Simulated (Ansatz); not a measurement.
C₂H₇ClGe, SMILES `C[CH](Cl)[GeH3]`, relaxed with RKS PBE0-D4/def2-TZVP in Ansatz from a PBE-D4/def2-SVP geometry. The force threshold is 0.005 eV/Å; the program also tests the step.

The species carries charge 0 and has multiplicity 1.

Start:

```xyz
11

C    -1.431    0.209   -0.203
C    -0.227   -0.619    0.222
Cl   -0.058   -2.085   -0.849
Ge    1.500    0.365    0.144
H    -1.557    1.073    0.482
H    -2.362   -0.393   -0.174
H    -1.308    0.600   -1.233
H    -0.365   -1.020    1.246
H     2.649   -0.572    0.588
H     1.434    1.599    1.090
H     1.726    0.842   -1.312
```

(1) How much energy does the relaxation release, and in how many steps? (Best estimate.)

(2) Which bonds change most? (Estimate.)

(3) Give the relaxed structure. (Best estimate.)

Results:

(1) Computed: 3.42 kJ/mol, in 4 steps.

(2) Computed: C2–Cl3 from 1.824 to 1.797 Å; C2–H8 from 1.109 to 1.091 Å; C1–H6 from 1.109 to 1.092 Å; C1–H7 from 1.109 to 1.092 Å.

(3) The calculation gave: 
```xyz
11

C    -1.416    0.208   -0.202
C    -0.223   -0.620    0.217
Cl   -0.070   -2.067   -0.837
Ge    1.488    0.362    0.143
H    -1.528    1.063    0.471
H    -2.335   -0.380   -0.165
H    -1.297    0.588   -1.219
H    -0.362   -1.014    1.224
H     2.632   -0.559    0.586
H     1.405    1.581    1.083
H     1.708    0.838   -1.300
```
